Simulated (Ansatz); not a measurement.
C2H7ClO2SSi (`CO[Si](S)(Cl)OC`), relaxed with RKS PBE0-D4/def2-TZVP in Ansatz from a GFN2-xTB geometry. The force threshold is 0.005 eV/Å; the program also tests the step.

Total charge 0; spin multiplicity 1.

Start:

```xyz
14

C     1.527    1.940   -0.298
O     1.139    0.890    0.553
Si    0.350   -0.462    0.194
S     0.311   -1.566    2.023
Cl    1.287   -1.467   -1.299
O    -1.159   -0.113   -0.255
C    -2.261   -0.972   -0.413
H     2.155    2.612    0.285
H     2.090    1.553   -1.149
H     0.649    2.474   -0.661
H     1.561   -1.331    2.383
H    -2.123   -1.611   -1.287
H    -2.385   -1.598    0.472
H    -3.142   -0.347   -0.548
```

```
         step  energy (eV)  largest force (eV/Å)  largest move (Å)
            1  -37508.1157                 0.914             0.000
            2  -37508.1508                 0.559             0.194
            3  -37508.1776                 0.243             0.111
            4  -37508.1846                 0.149             0.041
            5  -37508.2003                 0.145             0.128
            6  -37508.2019                 0.123             0.012
            7  -37508.2107                 0.189             0.168
            8  -37508.2115                 0.295             0.024
            9  -37508.2145                 0.075             0.030
           10  -37508.2148                 0.079             0.079
           11  -37508.2173                 0.106             0.073
           12  -37508.2180                 0.037             0.042
           13  -37508.2183                 0.030             0.015
           14  -37508.2184                 0.020             0.013
           15  -37508.2184                 0.009             0.009
           16  -37508.2185                 0.008             0.009
           17  -37508.2185                 0.011             0.014
           18  -37508.2185                 0.012             0.017
19 (rejected)  -37508.2185                 0.014             0.015
           20  -37508.2186                 0.004             0.007
```

End:

```xyz
14

C     1.444    1.952   -0.386
O     1.188    1.005    0.635
Si    0.348   -0.360    0.445
S     0.279   -1.439    2.259
Cl    1.241   -1.499   -1.021
O    -1.161    0.010   -0.013
C    -2.149   -0.908   -0.435
H     2.062    2.742    0.042
H     1.982    1.492   -1.221
H     0.512    2.387   -0.757
H     1.506   -1.960    2.094
H    -1.840   -1.419   -1.351
H    -2.350   -1.656    0.338
H    -3.063   -0.347   -0.631
```

Run time 54 s (2 threads of an AMD EPYC 7R13 on a shared host and a share of an NVIDIA H100 80 GB); peak host memory 0.93 GiB.
